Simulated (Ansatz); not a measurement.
A structure relaxed at PBE0-D4/def2-TZVP, charge 0, multiplicity 2:

Cartesian coordinates in Å:
```
N -0.120 -2.062 1.424
C -0.079 -1.039 0.893
Sn -0.028 0.937 0.116
Cl 1.989 1.112 -1.015
Cl -1.762 1.052 -1.418
```

(1) Give its formula and SMILES.

(2) Point group (tolerance 0.08 Å, 0.16 Å for H)?

(3) Summarise the bond lengths by kind.

## Answers

(1) CCl2NSn, `N#[C][Sn]([Cl])[Cl]`.

(2) Cs.

(3) 1 × C–N 1.153 Å; 1 × C–Sn 2.124 Å; 2 × Cl–Sn 2.318 Å.

All numbers were calculated with Ansatz.
